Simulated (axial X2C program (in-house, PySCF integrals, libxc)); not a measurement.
# Potential curves of InTe⁺, 2c

Computed with an in-house relativistic program for diatomic molecules. Two-component (2c) means X2C with spin–orbit coupling and atomic mean-field two-electron Coulomb terms, the Gaunt term switched off. Basis: Te dyall-v2z [9s9p7d], In dyall-v2z [9s10p7d] (cores contracted in-house); Gaussian nuclei, density fitting, unrestricted open shells. Masses: Te 129.906 u, In 114.904 u.

State: Ω = 1 (⟨Sz⟩ = 0.84, ⟨Lz⟩ = 0.16 at HF). Energies in eV from the fragments at the same level (Te + In+). Fits are polynomials in 1 − R0/R over 0.85 to 1.23 times the lowest point R0.

| R (Å) | HF |
| --- | --- |
| 2.9067 | 0.0544 |
| 3.0403 | -0.1191 |
| 3.1405 | -0.2094 |
| 3.2408 | -0.2717 |
| 3.3410 | -0.3119 |
| 3.4579 | -0.3375 |
| 3.5749 | -0.3463 |
| 3.7252 | -0.3407 |
| 3.9090 | -0.3184 |
| 4.1763 | -0.2724 |

The state is a single determinant with fixed occupations, the lowest that a limited PBE0 search found. Dissociation energies refer to the lowest single-determinant-based atoms at the same level and basis. PBE0 can misorder states that lie within some tenths of an eV, so this need not be the ground state of the molecule. The nearest other 2c determinant of the search, Ω = 2, lies 0.24 eV up at the distance of the search. With several unpaired electrons one determinant need not be a pure state. Open-shell Ω = 0 determinants with evenly filled partner blocks cannot be reached by this program, so the Ω shown need not be the lowest component. This is the Ω = 1 component of a π² triplet; the 0⁺ component is not one determinant and can lie lowest.

**Question.** What are Re, ωe and De at the HF level?

**Answer.** At HF, 2c: Re = 3.597 Å, ωe ≈ 59.7 cm⁻¹, De = 0.35 eV to Te + In+; Be follows as 0.0214 cm⁻¹.
